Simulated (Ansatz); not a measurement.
Reactions of BrH6NSi3, SMILES `[SiH3]N([SiH3])[Si]Br`.

Isolated molecules relaxed with PBE0-D4/def2-TZVP in Ansatz; ΔE leaves out vibrations. CBS: MP2 limit from def2 TZ/QZ plus the TZ coupled-cluster correction, frozen cores. This one scheme is used for every species. Elements past krypton have def2 core potentials. For Br, In, Mg outer-core shells are correlated without core-valence functions, which leaves a few kJ/mol of doubt a bond. Scalar relativity is left out up to krypton. One conformer a species, not always the lowest.

**Question.** Order these by ΔE at CCSD(T)/CBS, lowest first. (Estimate.)
A. `[SiH3]N([SiH3])[Si]Br` + HCl → `Cl[Si]Br` + `[SiH3]N[SiH3]`
B. `[SiH3]N([SiH3])[Si]Br` + H–F → `F[Si]N([SiH3])[SiH3]` + HBr
C. `[SiH3]N([SiH3])[Si]Br` + H–F → `F[Si]Br` + `[SiH3]N[SiH3]`
D. `[SiH3]N([SiH3])[Si]Br` + H₂S → `[SiH3]N([SiH3])[Si]S` + HBr
E. `[SiH3]N([SiH3])[Si]Br` + `[NH2][In]([OH])[Br]` → `N[Si]N([SiH3])[SiH3]` + `[OH][In]([Br])[Br]`
F. `[SiH3]N([SiH3])[Si]Br` + H₂ → `[SiH]N([SiH3])[SiH3]` + HBr
G. `[SiH3]N([SiH3])[Si]Br` + `[SiH3][O][Mg][Cl]` → `[SiH3]O[Si]Br` + `[SiH3][N]([SiH3])[Mg][Cl]`
H. `[SiH3]N([SiH3])[Si]Br` + `Cl[Si]Br` → `Br[Si]Br` + `[SiH3]N([SiH3])[Si]Cl`

**Answer.** E (-0.76 eV), C (-0.50 eV), B (-0.35 eV), A (-0.10 eV), H (+0.02 eV), G (+0.18 eV), D (+0.53 eV), F (+1.34 eV).

Largest T1 diagnostic: 0.014, for `[SiH3]N([SiH3])[Si]S`.
